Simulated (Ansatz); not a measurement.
`FB(F)Cl` and `N#CB(F)Cl` differ in one atom or group.

Ansatz, PBE0-D4/def2-TZVP geometries, multiplicity 1. 

| property | `FB(F)Cl` |
| --- | --- |
| size of the dipole moment (ωB97M-V/def2-TZVPP) / D | 0.27 |
| HOMO energy (PBE/def2-TZVPP) / eV | -8.36 |
| LUMO energy (PBE/def2-TZVPP) / eV | -1.26 |
| size of the dipole moment (PBE/def2-TZVPP) / D | 0.23 |
| ideal-gas entropy at 298 K and 1 bar (rigid rotor, harmonic PBE0-D4/def2-TZVP) / J/(mol·K) | 276 |
| LUMO energy (ωB97M-V/def2-TZVPP) / eV | 1.92 |

(1) Give the same properties after the change, and the shifts. (Estimate.)

## Answers

(1) The calculation gave: 
```json
{"property": "size of the dipole moment (ωB97M-V/def2-TZVPP) / D", "`N#CB(F)Cl`": "2.22", "shift": "1.95"}
{"property": "HOMO energy (PBE/def2-TZVPP) / eV", "`N#CB(F)Cl`": "-8.68", "shift": "-0.32"}
{"property": "LUMO energy (PBE/def2-TZVPP) / eV", "`N#CB(F)Cl`": "-3.63", "shift": "-2.37"}
{"property": "size of the dipole moment (PBE/def2-TZVPP) / D", "`N#CB(F)Cl`": "2.22", "shift": "1.99"}
{"property": "ideal-gas entropy at 298 K and 1 bar (rigid rotor, harmonic PBE0-D4/def2-TZVP) / J/(mol·K)", "`N#CB(F)Cl`": "307", "shift": "31"}
{"property": "LUMO energy (ωB97M-V/def2-TZVPP) / eV", "`N#CB(F)Cl`": "-0.51", "shift": "-2.43"}
```

With PBE0 the HOMO falls by 0.24 eV and the LUMO falls by 2.51 eV, so the gap narrows by about 2.27 eV. PBE moves the HOMO by -0.32 eV and ωB97M-V by -0.22 eV. The zero-point energy changes by 14.8 kJ/mol with +3 modes. Dipoles are sizes alone; their direction can turn.
